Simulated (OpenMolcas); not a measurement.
# Pb: effect of the active space

```
Program             : OpenMolcas 26.06
Method              : CASSCF or its RAS form
Basis               : ANO-RCC-VTZP
Scalar Hamiltonian  : DKH2, point nucleus
Spin-orbit coupling : state interaction with AMFI integrals over the reference wave functions, term energies averaged over their components
```

A. 2 electrons in 3 orbitals (6p); 2S+1 = 3 even, 3 roots; 2S+1 = 1 even, 6 roots; cost about 5 core-seconds
B. 4 electrons in 4 orbitals (6s 6p); 2S+1 = 3 even, 3 roots; 2S+1 = 1 even, 6 roots; 2S+1 = 5 odd, 1 root; 2S+1 = 3 odd, 5 roots (0 in the spin-orbit step); cost roughly 20 core-seconds
C. 4 electrons in 8 orbitals (6s 6p 7s 7p); 2S+1 = 3 even, 3 roots; 2S+1 = 1 even, 6 roots; 2S+1 = 5 odd, 1 root; 2S+1 = 3 odd, 5 roots (0 in the spin-orbit step); cost roughly 16 core-seconds
D. 4 electrons in 9 orbitals (RAS2 6s 6p; RAS3 6d, at most 2 electrons); 2S+1 = 3 even, 3 roots; 2S+1 = 1 even, 6 roots; 2S+1 = 5 odd, 1 root; 2S+1 = 3 odd, 5 roots; 2S+1 = 1 odd, 5 roots (0 in the spin-orbit step); cost about 26 core-seconds

Energies in cm-1 above 6s2 6p2 3P0, the measured ground level; measured values from NIST Handbook of Basic Atomic Spectroscopic Data.

| Level | A | B | C | D | Measured |
| --- | --- | --- | --- | --- | --- |
| 6s2 6p2 3P0 | 0.0 | 0.0 | 0.0 | 0.0 | 0.0 |
| 6s2 6p2 3P1 | 6132 | 6581 | 6178 | 6425 | 7819 |
| 6s2 6p2 3P2 [70 %] | 9708 | 10159 | 9599 | 9997 | 10650 |
| 6s2 6p2 1D2 [70 %] | 19608 | 20160 | 19157 | 20003 | 21458 |
| 6s2 6p2 1S0 | 30505 | 28393 | 26610 | 29698 | 29467 |

Deviations, from unrounded energies. A percentage is the sum of absolute deviations over the sum of measured energies, with the sign that they share, or ± where signs differ.

| Against measurement | Levels | A | B | C | D |
| --- | --- | --- | --- | --- | --- |
| mean absolute deviation (cm-1) | 4 | 1400 | 1000 | 2000 | 930 |
| fine structure of the ground term (%) | 2 | -14.2 | -9.4 | -14.6 | -11.1 |
| other terms of the ground configuration (%) | 2 | ±5.7 | -4.7 | -10.1 | ±3.3 |

D lies closest to measurement on these levels and C furthest from it. The largest miss of D in the table is 6s2 6p2 1D2 [70 %], by -1500 cm-1. The ranking rests on the paired levels alone, and a cruder setting can come out closer through cancelling errors.

Among A to D the level of the table that moves most is 6s2 6p2 1S0, by 3900 cm-1 (lowest in C, highest in A).

Spin-orbit splittings of 6p shells tend to come out small when the coupling is added on scalar orbitals. With the s shell closed, the reference lacks s² → p² mixing (holds for A). Some high roots are left out of the spin-orbit mixing, which shifts the levels that they would mix with (holds for B; C; D). Active for correlation alone: 7p 7s; no level in the range computed is led by a configuration that fills them, so any true level of that kind is missing (holds for C). Active for correlation alone: 6d; no level in the range computed is led by a configuration that fills it, so any true level of that kind is missing (holds for D). Computed and measured levels are paired by configuration, term and J; levels that our copy of the source lacks, or whose pairing is in doubt (as where it misses far off the trend of its configuration), stay unpaired and out of the deviations. Where the source uses jj or jK labels, the order within each J decides. Levels of configurations outside the active space are missing. Levels that lie high or do not pair safely by name in every column are left out.

A share in square brackets marks a mixed level and gives the weight of the term that names it, the lowest over the columns.
